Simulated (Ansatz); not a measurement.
`O[SiH](F)N[SiH2]F` + `F[SiH2][SiH2]F` → `O[SiH](F)N[SiH3]` + `F[SiH2][SiH](F)F`  (redistribution)

Calculated with Ansatz (gas phase, PBE0-D4/def2-TZVP geometries, no zero-point term in ΔE). CCSD(T)/CBS is the MP2 limit (def2-TZVPP, def2-QZVPP) plus CCSD(T) − MP2 in def2-TZVPP, frozen cores. This one scheme is used for every species. DFT in def2-TZVPP. B3LYP here is the variant with VWN-RPA as its local correlation; programs differ in this. One conformer a species, not always the lowest.

| level | ΔE (kJ/mol) | difference from CCSD(T)/CBS |
| --- | --- | --- |
| r2SCAN-D4 | 4.4 | -1.7 |
| ωB97X-V | 4.6 | -1.5 |
| ωB97M-V | 4.7 | -1.4 |
| B2PLYP | 5.2 | -0.9 |
| r2SCAN | 4.6 | -1.5 |
| PBE0 | 5.8 | -0.3 |
| B3LYP | 5.3 | -0.8 |
| HF/def2-TZVPP | 6.0 | -0.1 |
| MP2/def2-TZVPP | 5.3 | -0.8 |
| SCS-MP2/def2-QZVPP | 5.7 | -0.4 |
| CCSD(T)/CBS | 6.1 | 0 |

Largest T1 diagnostic among the species: 0.012.
